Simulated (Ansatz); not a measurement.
Consider the formal hydrolysis of the Al–N bond: `[NH2][Al]([F])[F]` + H₂O → `[OH][Al]([F])[F]` + NH₃.

Gas-phase electronic energies from Ansatz, PBE0-D4/def2-TZVP geometries. CCSD(T)/CBS adds triple-zeta CCSD(T) − MP2 to the extrapolated MP2 energy (def2 sets, frozen cores). This one scheme is used for every species. Each species was taken in one conformer, which may not be the lowest.

```tsv
species	CCSD(T)/CBS(def2) energy (Eh)
`[NH2][Al]([F])[F]`	-497.71159
H₂O	-76.37941
`[OH][Al]([F])[F]`	-517.59653
NH₃	-56.50880
```

(1) Work out ΔE.

(2) What do rigid-rotor, harmonic-oscillator terms from PBE0-D4/def2-TZVP frequencies (298.15 K, 1 bar) make of the CCSD(T)/CBS value? (An estimate is asked.)

Largest T1 diagnostic among the species: 0.013.

Results:

(1) ΔE = (-517.59653) + (-56.50880) − (-497.71159) − (-76.37941) = -0.01433 Eh = -9.0 kcal/mol.

(2) The calculation gave: ΔZPE = +0.6 kcal/mol, ΔH = -8.6 kcal/mol, ΔS = 4 J/(mol·K), ΔG = -8.9 kcal/mol.

Leaving LDA and LC-ωPBE aside and taking each functional with its dispersion term where it has one, the values, not all of them listed here, spread over 1.4 kcal/mol, from B97M-V to HSE06-D4. LDA lies +0.8 kcal/mol from PBE without D4.
